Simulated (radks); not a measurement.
Exchange energies: the exact (Fock) value of the Kohn-Sham orbitals and density-functional approximations, as 100 (|E| - |E exact|)/|E exact|, negative where the magnitude is too small. Species: Re+ [Xe] 4f14 5d5 6s1; Lu2+ [Xe] 4f14 6s1; Cs [Xe] 6s1. Method: non-relativistic Kohn-Sham, r2SCAN, spin-polarised, spherical densities, point nucleus; meta-GGA in the generalised Kohn-Sham scheme; computed with a radial shooting solver on a logarithmic mesh with Libxc functionals. Every spin shell is full or empty, so the densities are truly spherical. Functionals are evaluated on that one density, not self-consistently.

| functional | Re+ | Lu2+ | Cs |
|---|---|---|---|
| exact (hartree) | -309.931 | -282.216 | -184.064 |
| LDA | -3.83 | -3.83 | -4.70 |
| PBE | -0.26 | -0.14 | -0.45 |
| PBEsol | -1.76 | -1.69 | -2.22 |
| revPBE | -0.16 | -0.04 | -0.32 |
| RPBE | -0.13 | -0.01 | -0.27 |
| PW91 | +0.14 | +0.26 | -0.03 |
| PW86 | -0.27 | -0.12 | -0.25 |
| AM05 | -3.62 | -3.61 | -4.40 |
| SOGGA | -1.77 | -1.70 | -2.23 |
| TPSS | -0.32 | -0.19 | -0.34 |
| revTPSS | -0.82 | -0.71 | -0.95 |
